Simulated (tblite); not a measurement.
Compound: C6H5O2S (doublet state).
Structure used (GFN2-xTB), in Å, numbered top down from 1:
```
atom  x, y, z in Å
C1     3.680    0.270    0.162
C2     2.469    0.195    0.059
C3     1.125    0.125   -0.107
C4     0.106   -0.766    0.402
O5     0.138   -1.618    1.257
C6    -1.052   -0.307   -0.477
C7    -2.319    0.099    0.242
S8    -0.011    1.130   -1.116
O9     0.288    0.973   -2.534
H10    4.722    0.323    0.275
H11   -1.247   -1.010   -1.289
H12   -3.052    0.489   -0.459
H13   -2.104    0.862    0.988
H14   -2.743   -0.766    0.750
```

Computed values, GFN2-xTB/tblite, gas phase, harmonic and unscaled. This tight-binding method is rough: wavenumbers can miss measured ones by several per cent, in bad cases by 10 to 20. One conformer, not necessarily the lowest. Open shells enter through the occupations alone, without spin polarisation, and single modes of such species can be off by tens of per cent.

Harmonic wavenumbers (cm⁻¹): 38.0, 89.5, 115.9, 162.1, 180.8, 196.0, 270.9, 298.8, 359.7, 375.2, 427.4, 488.4, 552.6, 584.8, 612.6, 679.6, 701.5, 871.3, 968.8, 977.0, 1043.6, 1091.7, 1135.4, 1149.2, 1240.9, 1341.8, 1399.5, 1476.4, 1483.1, 1720.8, 2102.4, 2972.1, 3028.1, 3036.6, 3040.0, 3383.1.

A = 1920, B = 1318, C = 843.7 MHz; mass 141.001 u (most abundant isotopes); point group C1, symmetry number 1; spin multiplicity 2.

**Question.** What is the zero-point energy?

**Answer.** Half the sum of the wavenumbers: 19798 cm⁻¹ = 56.60 kcal/mol.

**Question.** What is S at 298.15 K and 1 bar for an ideal gas of classical rigid rotors and harmonic oscillators?

**Answer.** Translation 40.77, rotation 29.40, vibration 28.77, spin (R ln 2) 1.38: S = 100.3 cal/(mol K).

**Question.** And Cp and H(298.15 K) − H(0)?

**Answer.** Cp = 36.57 cal/(mol K), of which vibrations give 28.63 (their classical limit is 36 R = 71.5); H(298.15 K) − H(0) = 6.89 kcal/mol without the zero-point energy, 4.52 from vibrations.

**Question.** Which modes carry the vibrational entropy at 298.15 K?

**Answer.** 38.0 cm⁻¹: 5.36; 89.5 cm⁻¹: 3.67; 115.9 cm⁻¹: 3.17; 162.1 cm⁻¹: 2.53; 180.8 cm⁻¹: 2.32; 196.0 cm⁻¹: 2.17 cal/(mol K); the other 30 give 9.55 together.

**Question.** What must be added to the electronic energy to get the Gibbs energy at 298.15 K and 1 bar?

**Answer.** ZPE + [H(298.15 K) − H(0)] − T·S = 56.60 + 6.89 − 29.91 = 33.58 kcal/mol.

**Question.** How do the functions run with temperature in this model?

**Answer.** 
| T (K) | S (cal/(mol K)) | Cp (cal/(mol K)) | H − H(0) (kcal/mol) | G − H(0) (kcal/mol) | ln q(vib) |
| --- | --- | --- | --- | --- | --- |
| 150 | 79.8 | 24.0 | 2.36 | -9.61 | 2.97 |
| 250 | 94.2 | 32.9 | 5.22 | -18.33 | 5.60 |
| 400 | 112.0 | 43.4 | 10.98 | -33.84 | 9.39 |
| 600 | 131.6 | 53.2 | 20.71 | -58.28 | 14.08 |
| 900 | 155.1 | 62.1 | 38.12 | -101.43 | 20.29 |

q(vib) and H(0) count from the zero-point level.

**Question.** Blend soft modes into free rotors: weight 1/[1 + (100 cm⁻¹/ν̃)⁴] for the oscillator and the rest for a rotor with moment μB/(μ + B), μ = h/(8π²ν), B = 10⁻⁴⁴ kg m². What vibrational entropy results?

**Answer.** 26.65 cal/(mol K) in place of 28.77, which changes −T·S at 298.15 K by +0.63 kcal/mol.

Hindered rotation and anharmonicity are outside this model. Other conformers, if any are populated, would add a mixing term that is left out. The structure is chiral; the term R ln 2 for an equal mix with its mirror image is left out.
